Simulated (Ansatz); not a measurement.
Consider the ligand exchange at a B–O bond: `NB(Cl)O[SiH3]` + `OC=S` → `NB(Cl)OC=S` + `O[SiH3]`.

Gas-phase electronic energies from Ansatz, PBE0-D4/def2-TZVP geometries. CBS: MP2 limit from def2 TZ/QZ plus the TZ coupled-cluster correction, frozen cores. This one scheme is used for every species. DFT in def2-TZVPP. B3LYP here is the variant with VWN-RPA as its local correlation; programs differ in this. Each species was taken in one conformer, which may not be the lowest.

`NB(Cl)O[SiH3]`:

Z-matrix (Å, degrees):
```
Si
O 1 1.641
H 1 1.482 2 108.8
H 1 1.482 2 108.9 3 -120.2
H 1 1.490 2 110.5 3 119.9
B 2 1.357 1 138.0 3 -120.6
Cl 6 1.779 2 117.5 1 -179.9
N 6 1.397 2 124.1 1 0.1
H 8 1.005 6 123.1 2 0.1
H 8 1.003 6 122.1 2 180.0
```

`OC=S`:

Z-matrix (Å, degrees):
```
C
O 1 1.332
S 1 1.605 2 123.8
H 1 1.094 2 113.9 3 180.0
H 2 0.965 1 110.0 3 -180.0
```

`NB(Cl)OC=S`:

Z-matrix (Å, degrees):
```
N
B 1 1.385
H 1 1.006 2 121.6
H 1 1.003 2 122.9 3 -180.0
Cl 2 1.769 1 120.7 3 180.0
O 2 1.387 1 117.4 3 0.0
C 6 1.335 2 125.9 1 -179.9
S 7 1.605 6 123.4 2 -180.0
H 7 1.091 6 113.8 2 0.0
```

`O[SiH3]`:

Z-matrix (Å, degrees):
```
Si
O 1 1.648
H 1 1.489 2 111.7
H 1 1.489 2 111.7 3 120.9
H 1 1.481 2 105.9 3 -119.6
H 2 0.957 1 117.9 3 -60.5
```

```json
{"level": "PBE", "ΔE (kJ/mol)": "13.3"}
{"level": "r2SCAN", "ΔE (kJ/mol)": "14.3"}
{"level": "B3LYP", "ΔE (kJ/mol)": "13.7"}
{"level": "LC-ωPBE", "ΔE (kJ/mol)": "13.2"}
```

(1) What does CCSD(T)/CBS give? (An estimate is asked.)

Largest T1 diagnostic among the species: 0.018.

Results:

(1) Computed: +11.5 kJ/mol. The listed levels differ from it by 1.8, 2.8, 2.2, 1.7 kJ/mol.

In def2-TZVPP, CCSD(T) changes the Hartree–Fock value by −5.8 kJ/mol (the triples alone add −1.0 kJ/mol) and MP2 by −7.2 kJ/mol. Leaving LDA and LC-ωPBE aside and taking each functional with its dispersion term where it has one, the values, not all of them listed here, spread over 2.9 kJ/mol, from PBE-QIDH to BHLYP-D4.
